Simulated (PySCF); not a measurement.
Ga(H)2(Me)(py), C6H10GaN, singlet (GFN2-xTB optimised geometry):

```
18

Ga    -0.236    -2.931     0.000
H     -0.781    -3.162     1.434
H      1.315    -2.931     0.000
C     -1.239    -3.624    -1.592
H     -2.313    -3.403    -1.541
H     -1.153    -4.712    -1.682
H     -0.862    -3.206    -2.534
C     -0.631     1.857     0.256
C      0.137     1.110     1.139
C      0.188    -0.260     0.972
N     -0.468    -0.883     0.000
C     -1.204    -0.176    -0.845
C     -1.315     1.201    -0.754
H     -0.694     2.931     0.356
H      0.684     1.583     1.939
H      0.766    -0.910     1.623
H     -1.715    -0.744    -1.613
H     -1.924     1.745    -1.459
```

Calculation: PBE0/def2-SVP (PySCF).

**Question.** What are the frontier orbital energies and the dipole moment?

**Answer.** HOMO-2 -8.65 eV, HOMO-1 -6.99 eV, HOMO -6.77 eV, LUMO -1.87 eV, LUMO+1 -1.29 eV; dipole moment 6.61 D.

Meta-Löwdin charges at PBE0/def2-SVP: Ga1 0.16, H2 -0.12, H3 -0.13, C4 -0.53, H5 0.09, H6 0.11, H7 0.09, C8 -0.06, C9 -0.11, C10 0.05, N11 -0.11, C12 0.03, C13 -0.12, H14 0.13, H15 0.13, H16 0.14, H17 0.13, H18 0.13.
